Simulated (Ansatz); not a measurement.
Consider the formal exchange of groups at a C–C bond: `OCC1CC1` + `C[SiH3]` → `C[SiH2]C1CC1` + CH₃OH.

Program: Ansatz. Geometries: PBE0-D4/def2-TZVP. ΔE: electronic, gas phase. CCSD(T)/CBS is the MP2 limit (def2-TZVPP, def2-QZVPP) plus CCSD(T) − MP2 in def2-TZVPP, frozen cores. This one scheme is used for every species. Functionals use def2-TZVPP. One conformer a species, not always the lowest.

`OCC1CC1`:

Cartesian coordinates in Å:
```
O -2.209 -0.317 -0.575
C -1.268 0.264 0.303
C 0.078 0.448 -0.327
C 1.301 0.461 0.533
C 1.030 -0.713 -0.356
H -1.806 -1.104 -0.952
H -1.692 1.228 0.598
H -1.158 -0.338 1.219
H 0.085 1.099 -1.196
H 2.107 1.133 0.267
H 1.166 0.325 1.600
H 0.716 -1.636 0.118
H 1.652 -0.849 -1.232
```

`C[SiH3]`:

```xyz
8

C    -0.331   -0.184   -0.912
Si    0.296    0.165    0.816
H     0.479   -0.534   -1.555
H    -0.755    0.717   -1.360
H    -1.107   -0.953   -0.894
H     0.876   -1.064    1.423
H    -0.809    0.639    1.691
H     1.352    1.214    0.790
```

`C[SiH2]C1CC1`:

Z-matrix (Å, degrees):
```
C
Si 1 1.871
H 1 1.093 2 110.7
H 1 1.093 2 111.1 3 120.2
H 1 1.093 2 110.8 3 -119.8
C 2 1.855 1 112.1 3 58.3
H 2 1.493 1 110.0 3 -60.6
H 2 1.492 1 109.4 3 -178.9
C 6 1.509 2 119.6 1 -83.5
C 6 1.508 2 120.2 1 -152.9
H 6 1.087 2 116.2 1 61.3
H 9 1.083 6 117.7 2 142.2
H 9 1.084 6 118.1 2 -1.6
H 10 1.084 6 118.1 2 0.5
H 10 1.083 6 117.7 2 -143.1
```

CH₃OH:

```xyz
6

C     0.335    0.112   -0.046
O    -0.999    0.162    0.406
H     0.821    1.028    0.291
H     0.405    0.073   -1.140
H     0.886   -0.740    0.371
H    -1.448   -0.635    0.118
```

```
         level  ΔE (kJ/mol)
       ωB97X-V        -17.1
        B2PLYP        -18.7
        r2SCAN        -18.6
MP2/def2-TZVPP        -21.0
```

What does CCSD(T)/CBS give? (Best estimate.)

The calculation gave: -20.8 kJ/mol. The listed levels differ from it by 3.7, 2.1, 2.2, -0.2 kJ/mol.

Largest T1 diagnostic among the species: 0.010.

The D4 term adds −3.4 kJ/mol with B3LYP and −2.1 kJ/mol with PBE0; it sums over pairs of atoms, weighted by their polarisabilities, and B3LYP, whose exchange is more repulsive, gets the larger term.

B3LYP here is the variant with VWN-RPA as its local correlation; programs differ in this.
